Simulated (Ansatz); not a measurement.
`C#C[Si](C)(F)Cl` + `CC=N` → `C/C=N/C` + `C#C[SiH](F)Cl` at 600 K and 1 bar (substitution at a C–Si bond).

Program: Ansatz. Geometries: PBE0-D4/def2-TZVP. ΔE: electronic, gas phase. CBS: MP2 limit from def2 TZ/QZ plus the TZ coupled-cluster correction, frozen cores. One conformer a species, not always the lowest.

| species | CCSD(T)/CBS energy (Eh) | H − E (kJ/mol) | S (J/(mol·K)) |
| --- | --- | --- | --- |
| `C#C[Si](C)(F)Cl` | -965.30487 | 227.8 | 465.8 |
| `CC=N` | -133.79309 | 216.6 | 315.6 |
| `C/C=N/C` | -173.04842 | 302.0 | 367.9 |
| `C#C[SiH](F)Cl` | -926.02177 | 137.7 | 405.2 |

H − E and S are ideal-gas, rigid-rotor, harmonic terms from PBE0-D4/def2-TZVP, for one conformer and one mirror image of each species. 1 Eh = 2625.50 kJ/mol, R = 8.31446 J/(mol·K).

Problem. By hand: ΔE, ΔH, ΔS and ΔG.

Solution. ΔE = (-173.04842) + (-926.02177) − (-965.30487) − (-133.79309) = 0.02777 Eh = 72.9 kJ/mol. Δ(H − E) = 302.0 + 137.7 − 227.8 − 216.6 = -4.7, so ΔH = 68.2 kJ/mol. ΔS = 367.9 + 405.2 − 465.8 − 315.6 = -8.3 J/(mol·K). ΔG = 68.2 − 600 × (-8.3)/1000 = 73.2 kJ/mol.

Problem. By hand: the equilibrium constant, and the temperature at which ΔG would vanish if ΔH and ΔS stayed fixed.

Solution. log₁₀ K = −ΔG/(RT ln 10) = -6.4. ΔH and −TΔS have one sign here, so there is no such temperature.

The number of gas molecules stays the same, so ΔS is small and ΔH decides. A doubt of 5 kJ/mol in ΔE shifts log₁₀ K by 0.4 here. Other conformers and mirror images would add mixing entropy, several J/(mol·K) or more a flexible species. These are equilibria of isolated gas molecules and say nothing of rates. Largest T1 diagnostic: 0.012 (customary marks: 0.02 for closed shells, 0.045 for open ones).

ΔS is within the doubt of such terms, so its sign, and with it that verdict, could turn.
